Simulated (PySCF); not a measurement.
Cl₄Hf, triplet, geometry from GFN2-xTB (such geometries of metal compounds can be far from the true shape) (the multiplicity is a formal guess) (core potentials on Hf). Base run: B3LYP/def2-SV(P) run with PySCF.

Here is a job for PySCF.
```python
from pyscf import gto, scf, dft

mol = gto.M(
    atom='''
Hf   -0.00000000    0.00000000   -0.00000000
Cl    2.04875887    0.84378966   -0.62467432
Cl    0.97436145   -0.75425475    1.94456459
Cl   -0.97436145    0.75425475   -1.94456459
Cl   -2.04875887   -0.84378966    0.62467432
''',
    basis='def2-sv(p)',
    ecp={'Hf': 'def2-sv(p)'},
    spin=2,
    verbose=4,
)

mf = dft.UKS(mol)
mf.xc = 'b3lyp'
mf.kernel()
```

Variants of this job, named by their change:

| change | ΔE vs base (mEh) | outcome |
|---|---|---|
| base | 0.000 | converged |
| auxbasis = cc-pvtz-ri | - | input refused |
| auxbasis = def2-universal-jkfit | -0.019 | converged |
| auxbasis = def2-svp-ri | - | input refused |
| auxbasis = cc-pvqz-jkfit | - | input refused |
| auxbasis = cc-pvtz-jkfit | - | input refused |
| auxbasis = even-tempered beta=1.6 | 0.071 | converged |
| auxbasis = even-tempered beta=2.0 | -0.099 | converged |
| auxbasis = cc-pvdz-jkfit | - | input refused |
| exchange = seminumerical (SGX) (with mf = sgx.sgx_fit(mf, auxbasis='def2-universal-jfit'); with mf.with_df.dfj = True) | -0.247 | converged |

A fitting set is made for a task (jfit for Coulomb, jkfit for Coulomb and exchange, ri for correlation) and for a family of orbital bases.

Open shells are given as the SCF converged; they aren't shown to be the lowest states, and a large step between rows can be another state.

- auxbasis = cc-pvtz-ri: ended with `pyscf.lib.exceptions.BasisNotFoundError: Basis set not found for Hf in cc-pvtz-ri`
- auxbasis = def2-svp-ri: ended with `pyscf.lib.exceptions.BasisNotFoundError: Basis set not found for Hf in def2-svp-ri`
- auxbasis = cc-pvqz-jkfit: ended with `pyscf.lib.exceptions.BasisNotFoundError: Basis set not found for Hf in cc-pvqz-jkfit`
